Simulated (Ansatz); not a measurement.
`[OH][SbH][CH2][SiH3]` + H₂O → `[OH][SbH][OH]` + `C[SiH3]`  (formal hydrolysis of the Sb–C bond)

Isolated molecules relaxed with PBE0-D4/def2-TZVP in Ansatz; ΔE leaves out vibrations. CBS: MP2 limit from def2 TZ/QZ plus the TZ coupled-cluster correction, frozen cores. This one scheme is used for every species. Functionals use def2-TZVPP. def2 core potentials past Kr. For Sb outer-core shells are correlated without core-valence functions, which leaves a few kJ/mol of doubt a bond. One conformer a species, not always the lowest.

`[OH][SbH][CH2][SiH3]`:

Z-matrix (Å, degrees):
```
C
Sb 1 2.154
Si 1 1.875 2 113.8
H 1 1.093 2 108.4 3 122.8
H 1 1.094 2 107.3 3 -121.3
O 2 1.979 1 95.0 3 -13.7
H 2 1.714 1 92.5 3 79.1
H 3 1.484 1 111.3 2 69.9
H 3 1.484 1 111.1 2 -53.2
H 3 1.492 1 108.6 2 -171.9
H 6 0.960 2 110.9 1 -123.0
```

H₂O:

Cartesian coordinates in Å:
```
O -0.252 -0.077 -0.286
H 0.183 -0.706 0.292
H 0.069 0.783 -0.006
```

`[OH][SbH][OH]`:

Z-matrix (Å, degrees):
```
Sb
O 1 1.962
O 1 1.962 2 98.8
H 1 1.708 2 90.7 3 90.8
H 2 0.960 1 111.6 3 103.5
H 3 0.960 1 111.6 2 -103.5
```

`C[SiH3]`:

Z-matrix (Å, degrees):
```
C
Si 1 1.871
H 1 1.092 2 110.8
H 1 1.092 2 110.8 3 -120.0
H 1 1.092 2 110.8 3 120.0
H 2 1.488 1 110.7 3 -179.9
H 2 1.488 1 110.7 3 -59.9
H 2 1.488 1 110.7 3 60.1
```

| level | ΔE (kJ/mol) |
| --- | --- |
| r2SCAN0-D4 | -33.6 |
| r2SCANh | -40.2 |
| r2SCAN0 | -36.1 |
| HF/def2-TZVPP | -46.0 |

Task: What does CCSD(T)/CBS give? (An estimate is asked.)

Result: Ansatz gave: -28.9 kJ/mol. The listed levels differ from it by -4.7, -11.3, -7.2, -17.1 kJ/mol.

Task: What do rigid-rotor, harmonic-oscillator terms from PBE0-D4/def2-TZVP frequencies (298.15 K, 1 bar) make of the CCSD(T)/CBS value? (Estimate.)

Result: Computed: ΔZPE = +3.1 kJ/mol, ΔH = -29.0 kJ/mol, ΔS = 4 J/(mol·K), ΔG = -30.2 kJ/mol.

Largest T1 diagnostic among the species: 0.015.

From PBE to PBE0 (25 % exact exchange), in def2-TZVPP and without D4, ΔE moves by +7.6 kJ/mol. Leaving LDA and LC-ωPBE aside and taking each functional with its dispersion term where it has one, the values, not all of them listed here, spread over 19.5 kJ/mol, from B97M-V to PBE-QIDH. LDA lies +10.8 kJ/mol from PBE without D4. At CCSD(T), def2-SVP lies +5.0 kJ/mol from the extrapolated value and def2-TZVPP +1.8 kJ/mol.
